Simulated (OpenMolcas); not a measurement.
**Co+: effect of the basis set**

- Program: OpenMolcas
- Method: SS-CASPT2, IPEA 0.25 Eh, imaginary shift 0.1 Eh (closed shells correlated: 3s 3p)
- Active space: 8 electrons in 5 orbitals (3d)
- State averaging: 2S+1 = 3 even, 10 roots; 2S+1 = 1 even, 15 roots
- Spin-orbit coupling: RASSI with atomic mean-field integrals over the reference wave functions, term energies averaged over their components

A. ANO-RCC-VDZP [5s4p2d1f], DKH2, point nucleus; CASPT2 step about 1.8 core-seconds
B. ANO-L-VTZP [6s5p3d2f1g], non-relativistic, point nucleus; CASPT2 step about 2.8 core-seconds
C. ANO-RCC-VTZP [6s5p3d2f1g], DKH2, point nucleus; CASPT2 step roughly 3 core-seconds
D. ANO-R2 [7s5p4d2f1g], X2C, finite nucleus; CASPT2 step about 5 core-seconds
E. ANO-RCC-VQZP [7s6p4d3f2g1h], DKH2, point nucleus; CASPT2 step roughly 9 core-seconds
F. ANO-R3 [8s5p5d3f2g1h], X2C, finite nucleus; CASPT2 step about 8 core-seconds

Energies in cm⁻¹ above 3d⁸ ³F₄, the measured ground level; measured values from NIST Handbook of Basic Atomic Spectroscopic Data.

| Level | A | B | C | D | E | F | Measured |
| --- | --- | --- | --- | --- | --- | --- | --- |
| 3d⁸ ³F₄ | 0.0 | 0.0 | 0.0 | 0.0 | 0.0 | 0.0 | 0.0 |
| 3d⁸ ³F₃ | 967 | 974 | 966 | 968 | 963 | 964 | 950 |
| 3d⁸ ³F₂ | 1626 | 1634 | 1622 | 1625 | 1617 | 1614 | 1597 |
| 3d⁸ ¹D₂ | 11190 | 10630 | 10820 | 10710 | 10640 | 10170 |  |
| 3d⁸ ³P₂ | 14900 | 13860 | 13940 | 13890 | 13900 | 13440 |  |
| 3d⁸ ³P₁ | 15250 | 14180 | 14250 | 14210 | 14220 | 13760 |  |
| 3d⁸ ³P₀ | 15440 | 14370 | 14450 | 14400 | 14410 | 13950 |  |
| 3d⁸ ¹G₄ | 20250 | 19040 | 19000 | 18870 | 18920 | 18510 |  |
| 3d⁸ ¹S₀ | 44740 | 43590 | 43610 | 42970 | 42890 | 42220 |  |

Deviations, from unrounded energies. A percentage is the sum of absolute deviations over the sum of measured energies, with the sign that they share, or ± where signs differ.

```tsv
Against measurement	Levels	A	B	C	D	E	F
mean absolute deviation (cm-1)	2	23	30	20	23	17	15
fine structure of the ground term (%)	2	+1.8	+2.4	+1.6	+1.8	+1.3	+1.2
```

C, E, F lie about equally close to measurement and B furthest from it. The largest miss of F in the table is 3d⁸ ³F₂, by +17 cm-1. The ranking rests on the paired levels alone, and a cruder setting can come out closer through cancelling errors.

The two smallest mean deviations differ by little beside CASPT2's spread within terms, so their order carries little weight.

Among A to F the level of the table that moves most is 3d⁸ ¹S₀, by 2500 cm-1 (lowest in F, highest in A). Moves below CASPT2's spread within the term are not significant.

Term energies are means over components that CASPT2 splits; among the terms shown or strongly mixed into the levels shown the widest spread is 1200 cm-1 (3d⁸ ³F, D). Computed and measured levels are paired by configuration, term and J; levels that our copy of the source lacks, or whose pairing is in doubt (as where it misses far off the trend of its configuration), stay unpaired and out of the deviations. Only configurations of the active space appear.
